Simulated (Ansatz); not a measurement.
Mulliken charges of `C=C(Cl)I` from r2SCAN/def2-TZVPP in Ansatz (PBE0-D4/def2-TZVP geometry).

```
atom   x (Å)   y (Å)   z (Å)  charge (e)
  C1   0.678   0.330   0.313      -0.193
  C2  -0.451  -0.160  -0.170       0.035
 Cl3  -1.972   0.581   0.115      -0.066
  I4  -0.506  -1.888  -1.334       0.015
  H5   1.623  -0.158   0.116       0.104
  H6   0.670   1.231   0.914       0.105
```

Question: By hand: the dipole of these point charges (1 e Å = 4.8032 D).

Answer: Σ q r = (0.215, -0.023, 0.014) e Å, of length 0.217 e Å = 1.04 D.

Question: How does the dipole of the full density compare? (Estimate.)

Answer: The calculation gave: (0.217, 0.062, 0.072) e Å, 1.14 D; the point charges give 0.91 times that, at 26° from its direction.

Point charges leave out the atoms' own dipoles, such as those of lone pairs, and Mulliken's split depends on the basis, so the two needn't agree.
